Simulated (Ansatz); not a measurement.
Frontier orbitals of CH$_{6}$B$_{2}$FGa (`C[B]([GaH2])BF`).

The species carries charge 0 and has multiplicity 1. Correlated methods include outer-core shells of Ga, which these sets cover unevenly. Scalar relativity is left out up to krypton. All single points use the PBE0-D4/def2-TZVP geometry. It is one conformer, not always the lowest. Basis def2-TZVPP, Ansatz.

Orbital energies of one run (eV). Highest occupied ones, from the top: -6.00, -7.53, -7.59, -9.59, -10.29, -10.60, -11.13, -11.34, -11.58, -12.52, -14.14, -18.64, -20.08, -20.12. Empty: -2.49, -2.46, -0.97, 0.93, 1.23, 2.17.

Which functional gave them?
A. r2SCAN
B. LC-ωPBE
C. PBE0
D. HSE06 (plane-wave form)

A. HOMO energies: r2SCAN -6.00, PBE0 -6.92, HSE06 -6.53, LC-ωPBE -9.52 eV.

LC-ωPBE has ω = 0.4 bohr⁻¹.
